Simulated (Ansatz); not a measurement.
Cost and result for the atomization energy of C$_{4}$H$_{3}$F$_{3}$, SMILES `FC1C=CC1(F)F` (10 atoms, 10 bonds).

Cartesian coordinates in Å:
```
F 0.551 -2.004 -0.027
C 0.115 -0.820 0.498
C 1.050 0.351 0.362
C 0.214 1.088 -0.373
C -0.825 0.008 -0.425
F -2.035 0.313 0.097
F -1.047 -0.548 -1.629
H -0.291 -1.011 1.495
H 2.038 0.526 0.766
H 0.231 2.097 -0.765
```

The species carries charge 0 and has multiplicity 1. Geometry: relaxed with PBE0-D4/def2-TZVP. Program: Ansatz. All runs use 4 threads of an Intel Xeon 6975P-C on a shared host. Times are those of one run each, without the atoms' runs, and a repeat can differ threefold. Electronic energies, without spin–orbit coupling; frozen cores. CCSD(T)/CBS adds CCSD(T) − MP2 in def2-TZVPP to the MP2 limit, and its time is that of the two runs behind it. T1 = 0.012. B3LYP takes the VWN-RPA correlation (the form of Gaussian; ORCA's B3LYP/G). HSE06 is the plane-wave form, built on full-range PBE exchange.

CCSD(T)/CBS is a level of theory with its own doubt, some kJ/mol a heavy atom from the limit and from the frozen cores, so smaller differences don't rank the functionals.

```json
{"level": "LDA (SPW92)/def2-TZVPP", "functions": "259", "wall time": "0.85 s", "atomization (kJ/mol)": "5185.5", "difference from CCSD(T)/CBS": "857.6", "per bond": "85.8"}
{"level": "PBE0-D4/def2-TZVPP", "functions": "259", "wall time": "1.7 s", "atomization (kJ/mol)": "4398.4", "difference from CCSD(T)/CBS": "70.5", "per bond": "7.1"}
{"level": "HSE06-D4/def2-TZVPP", "functions": "259", "wall time": "1.9 s", "atomization (kJ/mol)": "4403.2", "difference from CCSD(T)/CBS": "75.3", "per bond": "7.5"}
{"level": "CAM-B3LYP-D4/def2-TZVPP", "functions": "259", "wall time": "2 s", "atomization (kJ/mol)": "4359.0", "difference from CCSD(T)/CBS": "31.1", "per bond": "3.1"}
{"level": "B3LYP-D4/def2-TZVPP (with forces)", "functions": "259", "wall time": "2.6 s", "atomization (kJ/mol)": "4317.1", "difference from CCSD(T)/CBS": "-10.8", "per bond": "-1.1"}
{"level": "B2PLYP/def2-TZVPP", "functions": "259", "wall time": "3.5 s", "atomization (kJ/mol)": "4288.4", "difference from CCSD(T)/CBS": "-39.5", "per bond": "-3.9"}
{"level": "PBE-QIDH/def2-TZVPP", "functions": "259", "wall time": "3.6 s", "atomization (kJ/mol)": "4338.5", "difference from CCSD(T)/CBS": "10.6", "per bond": "1.1"}
{"level": "ωB97X-V/def2-TZVPP", "functions": "259", "wall time": "3.9 s", "atomization (kJ/mol)": "4352.3", "difference from CCSD(T)/CBS": "24.4", "per bond": "2.4"}
{"level": "CCSD(T)/def2-SVP", "functions": "113", "wall time": "5.5 s", "atomization (kJ/mol)": "4138.4", "difference from CCSD(T)/CBS": "-189.5", "per bond": "-19.0"}
{"level": "ωB97M-V/def2-TZVPP (with forces)", "functions": "259", "wall time": "6 s", "atomization (kJ/mol)": "4357.1", "difference from CCSD(T)/CBS": "29.2", "per bond": "2.9"}
{"level": "MP2/def2-QZVPP", "functions": "489", "wall time": "16 s", "atomization (kJ/mol)": "4442.0", "difference from CCSD(T)/CBS": "114.1", "per bond": "11.4"}
{"level": "CCSD(T)/def2-TZVPP", "functions": "259", "wall time": "69 s", "atomization (kJ/mol)": "4210.2", "difference from CCSD(T)/CBS": "-117.7", "per bond": "-11.8"}
{"level": "CCSD(T)/CBS(def2)", "functions": "–", "wall time": "85 s", "atomization (kJ/mol)": "4327.9", "difference from CCSD(T)/CBS": "0.0", "per bond": "0.0"}
```

From BLYP to BHLYP (50 % exact exchange), in def2-TZVPP and without D4, the atomization energy moves by −206.1 kJ/mol: exact exchange takes away binding that semilocal exchange gives to molecules. In def2-TZVPP, CCSD(T) changes the Hartree–Fock value by +1170.7 kJ/mol (the triples alone add +91.5 kJ/mol) and MP2 by +1333.2 kJ/mol; breaking electron pairs costs correlation energy, which Hartree–Fock lacks. The D4 term adds +31.3 kJ/mol with B3LYP and +16.2 kJ/mol with PBE0; it sums over pairs of atoms, weighted by their polarisabilities, and B3LYP, whose exchange is more repulsive, gets the larger term.
